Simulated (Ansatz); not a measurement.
Born–Oppenheimer molecular dynamics of a periodic cell of 24 atoms, H15C2NO6 (contents 6 H2O + 1 CH3CN, density as packed 0.93 g/cm³ with natural masses). It goes on from the last frame of an earlier run, with new velocities.

All numbers below come from DFT PBE-D3(BJ), scalar-relativistic, plane waves, PAW (Ansatz). Settings: accuracy low, cutoff 420 eV, k mesh 1x1x1, fermi-dirac smearing 0.05 eV, no spin polarisation.

* ensemble: NVT, Langevin thermostat
* time step: 0.5 fs
* steps asked: 400
* set temperature: 700 K
* friction: 0.01 /fs
* seed: 816010

Frames 5 fs apart, positions in Å.

Velocities at 95.0 fs (Å/ps):

```
O -1.20 4.37 -7.64
H 31.23 6.53 -14.87
H -16.10 -7.10 -12.93
O -9.66 5.75 -1.04
H 17.77 -22.14 26.21
H -2.14 -6.69 17.67
O -4.53 -9.13 -4.25
H 29.48 39.32 -6.90
H 13.16 26.37 -1.90
O 1.07 13.59 0.10
H -4.05 35.18 -14.12
H -5.15 16.21 -5.57
O -3.78 0.17 0.11
H -1.41 13.43 -14.15
H 24.90 -14.18 37.11
O 5.95 -6.27 0.73
H -20.53 1.37 12.28
H 35.48 -18.30 -1.41
C -1.18 4.69 14.30
C -11.00 -1.91 4.25
N -4.64 7.64 -9.60
H -38.04 12.65 -21.04
H 20.78 -1.61 2.18
H 15.94 -2.92 2.54
```

```xyz
24
Lattice="6.4393 0.0000 0.0000 0.0000 6.4393 0.0000 0.0000 0.0000 6.4393" Properties=species:S:1:pos:R:3 time_fs=95.0 energy_less_start_eV=0.072 T=549
O -1.834 2.583 2.658
H -2.498 3.172 2.967
H -2.236 1.830 2.206
O 4.276 0.685 7.205
H 5.012 0.450 6.572
H 3.578 1.049 6.544
O 2.458 2.241 5.951
H 2.305 2.933 6.585
H 1.548 1.814 5.948
O 3.815 5.524 2.947
H 4.262 5.937 2.153
H 2.991 5.961 2.988
O -0.219 7.622 4.808
H -0.641 7.954 3.938
H 0.010 6.758 4.523
O 1.195 3.648 3.724
H 1.258 3.106 2.835
H 1.733 3.170 4.364
C 5.255 3.807 6.604
C 6.079 4.881 6.848
N 6.806 5.819 6.760
H 5.796 3.191 5.893
H 5.040 3.126 7.460
H 4.346 4.170 6.076
24
Lattice="6.4393 0.0000 0.0000 0.0000 6.4393 0.0000 0.0000 0.0000 6.4393" Properties=species:S:1:pos:R:3 time_fs=100.0 energy_less_start_eV=0.112 T=481
O -1.834 2.593 2.622
H -2.493 3.293 2.978
H -2.270 1.849 2.131
O 4.237 0.716 7.189
H 5.039 0.435 6.725
H 3.553 1.042 6.601
O 2.447 2.207 5.938
H 2.483 3.046 6.487
H 1.514 1.901 5.900
O 3.835 5.593 2.945
H 4.167 6.058 2.161
H 2.917 6.020 2.997
O -0.240 7.625 4.797
H -0.631 8.007 4.022
H 0.124 6.690 4.695
O 1.228 3.617 3.728
H 1.140 3.120 2.944
H 1.862 3.084 4.287
C 5.228 3.811 6.655
C 6.066 4.922 6.852
N 6.777 5.835 6.725
H 5.651 3.259 5.763
H 5.141 3.167 7.486
H 4.360 4.181 6.124
24
Lattice="6.4393 0.0000 0.0000 0.0000 6.4393 0.0000 0.0000 0.0000 6.4393" Properties=species:S:1:pos:R:3 time_fs=105.0 energy_less_start_eV=0.148 T=571
O -1.837 2.596 2.603
H -2.425 3.276 2.854
H -2.256 1.909 2.050
O 4.210 0.753 7.188
H 5.068 0.529 6.781
H 3.529 1.054 6.491
O 2.432 2.181 5.925
H 2.615 3.056 6.333
H 1.474 2.013 5.806
O 3.859 5.668 2.949
H 4.100 6.177 2.126
H 2.950 5.941 3.055
O -0.252 7.617 4.787
H -0.681 7.997 3.955
H 0.115 6.748 4.766
O 1.258 3.593 3.748
H 1.009 3.075 2.887
H 1.936 3.018 4.155
C 5.194 3.806 6.652
C 6.080 4.968 6.834
N 6.761 5.859 6.705
H 5.567 3.341 5.778
H 5.155 3.168 7.588
H 4.172 4.183 6.310
24
Lattice="6.4393 0.0000 0.0000 0.0000 6.4393 0.0000 0.0000 0.0000 6.4393" Properties=species:S:1:pos:R:3 time_fs=110.0 energy_less_start_eV=-0.015 T=641
O -1.832 2.595 2.612
H -2.511 3.365 2.703
H -2.233 1.947 1.961
O 4.172 0.812 7.188
H 5.052 0.729 6.764
H 3.583 1.049 6.450
O 2.414 2.172 5.913
H 2.628 3.049 6.208
H 1.440 2.098 5.704
O 3.900 5.740 2.963
H 3.971 6.242 2.131
H 2.943 5.835 3.169
O -0.263 7.626 4.786
H -0.634 7.814 3.928
H 0.060 6.682 4.678
O 1.298 3.569 3.748
H 0.866 3.165 2.968
H 1.999 2.960 4.054
C 5.158 3.825 6.646
C 6.055 4.957 6.802
N 6.780 5.920 6.695
H 5.523 3.268 5.709
H 5.192 3.256 7.565
H 4.096 4.140 6.654
24
Lattice="6.4393 0.0000 0.0000 0.0000 6.4393 0.0000 0.0000 0.0000 6.4393" Properties=species:S:1:pos:R:3 time_fs=115.0 energy_less_start_eV=-0.150 T=659
O -1.849 2.600 2.639
H -2.425 3.340 2.587
H -2.191 2.009 1.925
O 4.136 0.868 7.189
H 5.003 0.915 6.728
H 3.472 1.090 6.461
O 2.384 2.167 5.896
H 2.525 3.149 6.072
H 1.454 2.135 5.635
O 3.934 5.812 2.977
H 3.884 6.300 2.091
H 3.027 5.687 3.317
O -0.266 7.625 4.771
H -0.730 7.760 3.896
H -0.026 6.683 4.674
O 1.341 3.556 3.743
H 0.792 3.208 3.029
H 2.048 2.873 3.944
C 5.134 3.844 6.621
C 6.055 4.990 6.762
N 6.775 5.921 6.701
H 5.318 3.245 5.747
H 5.366 3.236 7.540
H 4.088 4.148 6.881
24
Lattice="6.4393 0.0000 0.0000 0.0000 6.4393 0.0000 0.0000 0.0000 6.4393" Properties=species:S:1:pos:R:3 time_fs=120.0 energy_less_start_eV=-0.165 T=637
O -1.875 2.606 2.673
H -2.371 3.472 2.589
H -2.142 2.015 1.938
O 4.096 0.913 7.185
H 4.929 1.039 6.703
H 3.337 1.156 6.625
O 2.357 2.173 5.880
H 2.455 3.103 5.990
H 1.432 2.045 5.524
O 3.963 5.881 2.986
H 3.725 6.281 2.142
H 3.137 5.560 3.375
O -0.258 7.628 4.740
H -0.881 7.864 4.025
H -0.059 6.684 4.775
O 1.385 3.536 3.750
H 0.652 3.184 3.103
H 1.997 2.832 3.751
C 5.133 3.879 6.633
C 6.053 5.034 6.697
N 6.766 5.902 6.725
H 5.058 3.238 5.708
H 5.522 3.201 7.421
H 4.131 4.166 6.910
24
Lattice="6.4393 0.0000 0.0000 0.0000 6.4393 0.0000 0.0000 0.0000 6.4393" Properties=species:S:1:pos:R:3 time_fs=125.0 energy_less_start_eV=-0.090 T=547
O -1.909 2.614 2.715
H -2.250 3.488 2.624
H -2.100 1.997 1.941
O 4.060 0.956 7.191
H 4.836 1.034 6.588
H 3.232 1.337 6.677
O 2.316 2.167 5.864
H 2.428 3.155 5.933
H 1.456 1.899 5.501
O 3.991 5.930 2.989
H 3.601 6.290 2.154
H 3.229 5.466 3.414
O -0.241 7.641 4.710
H -1.013 7.923 4.176
H -0.132 6.668 4.796
O 1.405 3.525 3.742
H 0.611 3.296 3.327
H 2.026 2.714 3.527
C 5.156 3.916 6.641
C 6.000 5.025 6.609
N 6.795 5.919 6.755
H 4.972 3.354 5.698
H 5.601 3.171 7.276
H 4.136 4.232 6.958
24
Lattice="6.4393 0.0000 0.0000 0.0000 6.4393 0.0000 0.0000 0.0000 6.4393" Properties=species:S:1:pos:R:3 time_fs=130.0 energy_less_start_eV=-0.100 T=533
O -1.927 2.611 2.771
H -2.219 3.541 2.646
H -2.102 2.070 1.942
O 4.024 0.993 7.197
H 4.653 0.919 6.455
H 3.278 1.472 6.777
O 2.280 2.174 5.849
H 2.247 3.123 5.793
H 1.407 1.812 5.492
O 4.012 5.958 2.984
H 3.586 6.288 2.167
H 3.359 5.448 3.457
O -0.216 7.654 4.689
H -1.075 7.886 4.260
H -0.321 6.713 4.757
O 1.440 3.504 3.729
H 0.437 3.357 3.457
H 1.931 2.815 3.418
C 5.154 3.930 6.639
C 5.999 5.078 6.542
N 6.798 5.902 6.774
H 5.000 3.599 5.618
H 5.654 3.132 7.254
H 4.198 4.260 7.064
24
Lattice="6.4393 0.0000 0.0000 0.0000 6.4393 0.0000 0.0000 0.0000 6.4393" Properties=species:S:1:pos:R:3 time_fs=135.0 energy_less_start_eV=0.329 T=431
O -1.950 2.625 2.839
H -2.151 3.562 2.665
H -2.097 2.138 1.982
O 3.989 1.021 7.204
H 4.538 0.822 6.401
H 3.193 1.563 6.815
O 2.250 2.168 5.835
H 2.020 3.109 5.582
H 1.404 1.801 5.549
O 4.036 5.965 2.973
H 3.636 6.300 2.147
H 3.418 5.445 3.548
O -0.208 7.668 4.681
H -1.041 7.972 4.233
H -0.446 6.678 4.766
O 1.457 3.506 3.718
H 0.567 3.361 3.620
H 1.922 2.725 3.218
C 5.139 3.928 6.631
C 6.020 5.136 6.500
N 6.802 5.885 6.778
H 4.941 3.733 5.524
H 5.674 3.200 7.177
H 4.236 4.254 7.181
```

Of the whole run (200 fs, mean temperature of the second half 598 K): The mean temperature of the second half is 15 % below the set value. A run of 0.2 ps of so small a system gives no equilibrium averages. Limits of this set-up: coarse k mesh, low accuracy level.

Run time: 7.2 min on 1 thread of Arm Neoverse V2, on a shared host, peak memory 0.36 GiB.
